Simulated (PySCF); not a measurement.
## Al⁻ (aluminium, charge -1) across methods

[Ne] 3s2 3p2, high-spin 3P determinant. Computed with PySCF 2.14 in dyall-acv3z (19s12p6d4f, 113 functions), with no relativity, point nucleus.

```
 method  E (hartree)  mean ε 3s α (eV)  mean ε 3s β (eV)  mean ε 3p α (eV)  Σ⟨r²⟩ (bohr²)   ⟨S²⟩
 r2SCAN    -242.3612            -3.291            -2.244             1.156          79.34  2.010
r2SCAN0    -242.3561            -4.235            -2.945             0.684          75.86  2.010
  B97-3    -242.3574            -4.221            -3.055             0.839          79.69  2.004
    PBE    -242.2577            -3.162            -2.291             1.229          84.40  2.004
   PBE0    -242.2760            -4.140            -2.957             0.764          77.98  2.006
    UHF   -241.88110            -6.854            -4.496            -0.613          74.65  2.018
    LDA    -241.3460            -3.348            -2.534             1.165          86.93  2.001
```

(1) Estimate the same row for TPSSh.

The highest occupied level is positive at r2SCAN, r2SCAN0, B97-3, PBE, PBE0, TPSSh, LDA: only the finite basis holds that electron, which in a density functional comes from self-interaction.

Answers

(1) E (hartree) = -242.3999; mean ε 3s α (eV) = -3.554; mean ε 3s β (eV) = -2.298; mean ε 3p α (eV) = 1.117; Σ⟨r²⟩ (bohr²) = 76.26; ⟨S²⟩ = 2.006.
